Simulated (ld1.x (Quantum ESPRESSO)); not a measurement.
**Before and after: ultrasoft potential for Ga**

Ga, ultrasoft, made with ld1.x (Quantum ESPRESSO) 7.5 (LDA (PZ), scalar-relativistic). Core [Ar], reference 3d10 4s2 4p0 (charge +1). Waves: 4s (bound): rcut 1.20, rcutus 1.70 bohr; 4s channel at -0.15 Ry: rcut 1.20, rcutus 1.70 bohr; 4p (bound, empty): rcut 2.10, rcutus 2.35 bohr; 4p channel at -0.2 Ry: rcut 2.10, rcutus 2.35 bohr; 3d (bound): rcut 0.55, rcutus 0.65 bohr; 3d channel at -1.15 Ry: rcut 0.55, rcutus 0.65 bohr. Local part: all-electron potential smoothed inside 0.75 bohr (lloc = -1). Core correction: Bessel-smoothed model core, default radius (core density twice the valence density). Augmentation charge: PSQ, inside the norm-conserving radii.

Change: local potential all-electron potential smoothed inside 2.40 bohr (lloc = -1).

Cutoffs: the cutoffs (Ry, on a coarse ladder) from which the occupation-weighted sum of valence levels, in a spherical-Bessel basis at the reference potential, stays within 10 and 1 mRy of its value at 400 Ry; they do not see the model core or the augmentation charge, which bear on the density cutoff. Errors are all-electron minus pseudo energies relative to the spin-unpolarised reference configuration.

Q: What does the change do?

A: The bound ghosts move from p, s to s; of the 9 tests that both files solve, the error grows in 2 and shrinks in 0 by more than 15 % and 0.3 meV (median size 2.2 → 2.2 meV). A state that the projectors do not describe sees the local part alone, so a deeper or shallower local part can create or remove a ghost.

| quantity | base | changed |
| --- | --- | --- |
| cutoff, loose | over 300 Ry | over 300 Ry |
| cutoff, tight | over 300 Ry | over 300 Ry |
| loose cutoff by channel (10 mRy a level) | s 6 Ry, d 230 Ry | s 10 Ry, d 230 Ry |
| bound ghosts | s, p | s |
| error for 3d10 4s2 4p1, meV [ΔE -5.89 eV] | -1.3 | -1.5 |
| error for 3d10 4s1 4p0, meV [ΔE 21.50 eV] | -2.2 | -2.2 |
| error for 3d10 4s0 4p0, meV [ΔE 53.10 eV] | -6.5 | -6.6 |
| error for 3d10 4s1 4p2, meV [ΔE 0.72 eV] | -3.0 | -3.7 |
| error for 3d10 4s2 4p0.5, meV [ΔE -3.77 eV] | -0.3 | -0.3 |
| error for 3d9 4s2 4p2, meV [ΔE 14.51 eV] | -311 | -379 |
| error for 3d10 4s2 4p1.3, meV [ΔE -6.47 eV] | -1.7 | -1.9 |
| error for 3d10 4s2 4p1 (spin-polarised), meV [ΔE -6.02 eV] | -1.6 | -1.8 |
| error for 3d10 4s1 4p0 (spin-polarised), meV [ΔE 21.20 eV] | -2.5 | -2.5 |
| lowest overlap eigenvalue by channel | s 0.24, p 0.28, d 0.96 | s 0.48, p 0.70, d 1.00 |

 A true bound ghost makes a file unfit for plane-wave use even where its test errors are small: the radial tests pick states by their node count and pass the ghost by.
